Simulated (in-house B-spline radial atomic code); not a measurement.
Configurations of the arsenic ion As⁵⁺, with energies counted from [Ar] 3d10. Level of theory: Dirac-Hartree-Fock, average of configuration, Fermi nucleus of rms radius 4.0968 fm; calculated with a radial B-spline atomic code at the basis-set limit. Energies include first-order Breit, QED and recoil terms.

Occupations are held fixed; configurations that lie above the ionisation limit could autoionise.

| configuration | E - E(ref) (eV) | highest orbital | its <r> (bohr) |
| --- | --- | --- | --- |
| [Ar] (3d3/2)3 (3d5/2)6 (4p1/2)1 | 54.116 | 4p1/2 | 1.772 |
| [Ar] (3d3/2)4 (3d5/2)5 (4d3/2)1 | 73.123 | 4d3/2 | 2.228 |
| [Ar] (3d3/2)4 (3d5/2)5 (5f7/2)1 | 99.093 | 5f7/2 | 5.109 |
| [Ar] (3d3/2)3 (3d5/2)6 (7p3/2)1 | 105.14 | 7p3/2 | 8.274 |
| [Ne] 3s2 (3p1/2)2 (3p3/2)3 3d10 (4d5/2)1 | 176.71 | 4d5/2 | 2.233 |
| [Ne] 3s2 (3p1/2)2 (3p3/2)3 3d10 (7g9/2)1 | 212.5 | 7g9/2 | 10.57 |
| [Ne] 3s2 (3p1/2)1 (3p3/2)4 3d10 (7f7/2)1 | 217.43 | 7f7/2 | 11.02 |

Question: Order these further configurations by energy, lowest first.
A. [Ar] (3d3/2)4 (3d5/2)5 (6g7/2)1
B. [Ar] (3d3/2)4 (3d5/2)5 (5d3/2)1
C. [Ar] (3d3/2)4 (3d5/2)5 6s1
D. [Ar] (3d3/2)4 (3d5/2)5 (5g7/2)1
E. [Ar] (3d3/2)3 (3d5/2)6 4s1

Answer: E (40.836 eV), B (92.429 eV), C (95.169 eV), D (99.41 eV), A (105.4 eV).

Question: How far above the reference does [Ne] 3s2 (3p1/2)1 (3p3/2)4 3d10 (7d3/2)1 lie?

Answer: 215.28 eV; its least bound orbital is 7d3/2 with <r> = 9.479 bohr.

Question: How far above the reference does [Ne] 3s2 (3p1/2)1 (3p3/2)4 3d10 7s1 lie?

Answer: 211.61 eV; its least bound orbital is 7s1/2 with <r> = 7.687 bohr.
